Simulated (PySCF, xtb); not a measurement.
C₅H₇F, SMILES C[C@H]1CC=C1F.

Harmonic wavenumbers (cm⁻¹) from GFN2-xTB (xtb) at its own minimum, in rising order: 187, 198, 212, 348, 418, 568, 651, 775, 844, 916, 925, 991, 1033, 1056, 1099, 1150, 1170, 1195, 1209, 1260, 1329, 1406, 1459, 1492, 1496, 1730, 2955, 2998, 3011, 3034, 3036, 3040, 3152.

Task: What does B3LYP-D3(BJ)/def2-SVP (PySCF) give at its own minimum? (The exact figures need the calculation; the answer reports its results.)

Result: 192, 208, 246, 354, 446, 613, 662, 803, 827, 869, 926, 946, 1062, 1067, 1099, 1164, 1186, 1205, 1237, 1304, 1382, 1395, 1463, 1467, 1473, 1743, 3026, 3036, 3040, 3094, 3111, 3112, 3231. Paired by order, the mean absolute difference is 30 cm⁻¹ and the zero-point energies are 66.2 and 67.2 kcal/mol.
